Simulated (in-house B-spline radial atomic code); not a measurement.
A fraction x of an electron is removed from 5p in La⁺, starting from [Xe] 5d2 and keeping the highest spin. Method: scalar-relativistic (X2C) Hartree-Fock with fractional occupations, spin-polarised, spherical fractional occupations, Fermi nucleus of rms radius 4.855 fm. Calculated with a B-spline radial code for spherical atoms.

Caution: exact exchange at fractional occupations of open shells leaves self-interaction of up to several eV.

| x | E(x) - E(0) (eV) | 5p down level (eV) |
| --- | --- | --- |
| 0 | 0.0000 | -32.468 |
| 0.07 | 2.2816 | -32.723 |
| 0.19 | 6.2362 | -33.193 |
| 0.28 | ? | ? |
| 0.41 | 13.6412 | -34.142 |
| 0.5 | 16.7325 | -34.557 |
| 0.57 | 19.1631 | -34.890 |
| 0.67 | 22.6764 | -35.379 |
| 0.81 | 27.6787 | -36.087 |
| 0.89 | ? | ? |
| 1 | 34.6295 | -37.087 |

Question: What belongs in the row x = 0.28?

Answer: An energy change of 9.2404 eV; 5p down at -33.569 eV.

Question: What belongs in the row x = 0.89?

Answer: An energy change of 30.5822 eV; 5p down at -36.503 eV.

Question: Check Janak's theorem between x = 0.07 and 0.19.

Answer: The slope of the energy is 32.96 eV; the orbital levels give 32.96 eV (-ε of the emptying orbital, averaged over the two points).
